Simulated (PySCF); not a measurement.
Vertical excitation energies

Compound: 4-chlorobenzyl alcohol, C₇H₇ClO.
SMILES with atom numbers: `[OH:1][CH2:2][c:3]1[cH:4][cH:5][c:6]([Cl:7])[cH:8][cH:9]1` (hydrogens: H10 on O1; H11, H12 on C2; H13 on C4; H14 on C5; H15 on C8; H16 on C9)

Computed, not measured: PySCF, TDDFT CAM-B3LYP/def2-SVPD, vertical, gas phase, core orbitals frozen in the response. Isolated species at its PBE0-D3(BJ)/def2-SVP geometry (one conformer only). Torsions of this conformer, `[OH:1][CH2:2][c:3]1[cH:4][cH:5][c:6]([Cl:7])[cH:8][cH:9]1`: O1–C2–C3–C4 153°, H–O1–C2–C3 -58°.

**Question.** List the vertical singlet excitations with oscillator strengths and describe the spectrum.

**Answer.** 

| state | E (eV) | E (hartree) | f | main configurations (H = HOMO, L = LUMO) |
| --- | --- | --- | --- | --- |
| S1 | 5.20 | 0.1912 | 0.0050 | H→L+1 (38%), H→L (32%), H-1→L (16%) |
| S2 | 5.79 | 0.2128 | 0.157 | H→L (44%), H→L+1 (36%), H-1→L+1 (10%) |
| S3 | 6.55 | 0.2405 | 0.0051 | H→L+2 (46%), H→L+3 (31%) |
| S4 | 6.73 | 0.2474 | 0.306 | H-1→L (47%), H→L+1 (19%), H-1→L+1 (15%) |
| S5 | 6.78 | 0.2492 | 0.553 | H-1→L+1 (50%), H→L (13%), H-1→L (11%) |
| S6 | 6.95 | 0.2553 | 0.188 | H→L+2 (31%), H→L+3 (17%), H-1→L (11%) |

The lowest singlet lies at 5.20 eV (238 nm, ultraviolet) and is very weak; its leading configuration is HOMO→LUMO+1 (38%). The most intense listed level is S5 at 6.78 eV (183 nm, f = 0.553), 1.58 eV above S1. Löwdin shares by element: HOMO carbon 45% or more, chlorine 20% (atoms not listed hold the other 35%); LUMO (one of a set within 0.03 eV) carbon 67% or more (atoms not listed hold the other 33%). The oscillator strengths of these states sum to 1.214; summed over the whole spectrum of an exact calculation they would give the number of electrons, 74 (Thomas–Reiche–Kuhn). Orbital energies (eV): HOMO-3 -10.43, HOMO-2 -9.94, HOMO-1 -9.01, HOMO -8.28, LUMO 0.31, LUMO+1 0.33, LUMO+2 1.11. Of the 6 states listed, 4 reach f = 0.01 and none stays under 0.0005. Only the lowest 6 singlets were computed, as vertical energies without vibronic structure.
